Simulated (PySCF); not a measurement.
How methods differ on the interval between two levels of Sr

Sr [Kr] 5s2 → Sr [Kr] 5s1 5p1 [3P2, M_J = 2], as a difference of total energies. Computed with PySCF 2.14 in x2c-TZVPall-2c with one added diffuse shell each of s, p, d type (9s10p8d1f, 86 functions), with the two-component X2C-1e Hamiltonian. Correlated levels: [Ar] 3d10 frozen; the 6 highest virtual spinors dropped. "Screened" scales the spin-orbit matrix elements by Boettger's factors to mimic the two-electron term; Breit and QED terms are absent.

| method | interval between two levels (cm⁻¹) | error (cm⁻¹) |
| --- | --- | --- |
| GHF (spin-free) | 8322.8 | -6576 |
| GMP2 (spin-free) | 14178 | -721 |
| GHF (screened spin-orbit) | 8507.6 | -6391 |
| GMP2 (screened spin-orbit) | 14369 | -529 |

Reference: 14899 cm⁻¹ (measured; NIST Handbook of Basic Atomic Spectroscopic Data (Sansonetti and Martin, J. Phys. Chem. Ref. Data 34, 1559 (2005))).

The spin-free rows relax to the high-spin LS determinant and lack the spin-orbit shift.

Errors of the correlated levels include the incompleteness of this basis and the frozen core.

The labels give the starting determinants; with spin-orbit coupling the two ends relaxed to ⟨J²⟩ = 0.00, ⟨L²⟩ = 0.01, ⟨S²⟩ = 0.01 and ⟨J²⟩ = 6.03, ⟨L²⟩ = 2.03, ⟨S²⟩ = 2.01.
